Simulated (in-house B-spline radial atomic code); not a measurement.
Configurations of the neon ion Ne³⁺, with energies counted from [He] 2s2 2p3. Level of theory: scalar-relativistic (X2C) TPSSh, spin-polarised, spherical fractional occupations, exact exchange averaged over the configuration, Fermi nucleus of rms radius 3.0055 fm; calculated with a B-spline radial code for spherical atoms. Shells without spins written out take the highest spin.

```tsv
configuration	E - E(ref) (eV)	highest orbital	its <r> (bohr)
[He] 2s1 2p4	23.567	2p down	0.7784
[He] 2s2 2p2 3s1	60.127	3s up	2.202
[He] 2s1 2p3 3s1	70.68	3s up	2.195
```

(1) Order these further configurations by energy, lowest first.
A. [He] 2s1 2p3 3p1
B. [He] 2s1 2p3 3d1
C. [He] 2s2 2p2 3d1

## Answers

(1) C (72.087 eV), A (76.095 eV), B (82.556 eV).
